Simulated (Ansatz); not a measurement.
`N#C[Si](F)(F)F` + H₂Se → `F[Si](F)(F)[SeH]` + `C#N` at 500 K and 1 bar (ligand exchange at the Si–C bond).

Program: Ansatz. Geometries: PBE0-D4/def2-TZVP. ΔE: electronic, gas phase. CBS: MP2 limit from def2 TZ/QZ plus the TZ coupled-cluster correction, frozen cores. This one scheme is used for every species. For Se outer-core shells are correlated without core-valence functions, which leaves a few kJ/mol of doubt a bond. Scalar relativity is left out up to krypton. One conformer a species, not always the lowest.

```json
{"species": "`N#C[Si](F)(F)F`", "CCSD(T)/CBS energy (Eh)": "-681.41275", "H − E (kJ/mol)": "86.9", "S (J/(mol·K))": "375.0"}
{"species": "H₂Se", "CCSD(T)/CBS energy (Eh)": "-2401.89790", "H − E (kJ/mol)": "53.1", "S (J/(mol·K))": "237.8"}
{"species": "`F[Si](F)(F)[SeH]`", "CCSD(T)/CBS energy (Eh)": "-2990.00244", "H − E (kJ/mol)": "86.8", "S (J/(mol·K))": "397.9"}
{"species": "`C#N`", "CCSD(T)/CBS energy (Eh)": "-93.32098", "H − E (kJ/mol)": "60.1", "S (J/(mol·K))": "220.8"}
```

H − E and S are ideal-gas, rigid-rotor, harmonic terms from PBE0-D4/def2-TZVP, for one conformer and one mirror image of each species. 1 Eh = 2625.50 kJ/mol, R = 8.31446 J/(mol·K).

Q: By hand: ΔE, ΔH, ΔS and ΔG.

A: ΔE = (-2990.00244) + (-93.32098) − (-681.41275) − (-2401.89790) = -0.01277 Eh = -33.5 kJ/mol. Δ(H − E) = 86.8 + 60.1 − 86.9 − 53.1 = 6.9, so ΔH = -26.6 kJ/mol. ΔS = 397.9 + 220.8 − 375.0 − 237.8 = 5.9 J/(mol·K). ΔG = -26.6 − 500 × (5.9)/1000 = -29.6 kJ/mol.

Q: By hand: the equilibrium constant, and the temperature at which ΔG would vanish if ΔH and ΔS stayed fixed.

A: log₁₀ K = −ΔG/(RT ln 10) = 3.1. ΔH and −TΔS have one sign here, so there is no such temperature.

The number of gas molecules stays the same, so ΔS is small and ΔH decides. A doubt of 5 kJ/mol in ΔE shifts log₁₀ K by 0.5 here. Other conformers and mirror images would add mixing entropy, several J/(mol·K) or more a flexible species. These are equilibria of isolated gas molecules and say nothing of rates. Largest T1 diagnostic: 0.014 (customary marks: 0.02 for closed shells, 0.045 for open ones).

ΔS is within the doubt of such terms, so its sign, and with it that verdict, could turn.
